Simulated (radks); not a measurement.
The numbers below are computed, except where a source is named.
Question: The molybdenum ion Mo4+ is in [Kr] 4d(3/2: 2, 5/2: 0). Level of theory: Dirac Kohn-Sham, relativistic LDA (MacDonald-Vosko exchange, VWN5 correlation), spin-unpolarised, spherical densities, finite nucleus; Fermi nuclear charge, rms radius of each element as measured or else 0.836 A^(1/3) + 0.57 fm (a radial shooting solver on a logarithmic mesh with Libxc functionals). Sub-shells are occupied by j as written (lower j first in brackets). One electron is removed from 4p1/2, 4s1/2, 4p3/2, 4d3/2 in turn, with full relaxation. Which removal costs least, and what does each cost?

Answer: 4d3/2 53.845 eV; 4p3/2 92.341 eV; 4p1/2 95.183 eV; 4s1/2 120.27 eV. The 4d3/2 electron leaves first.
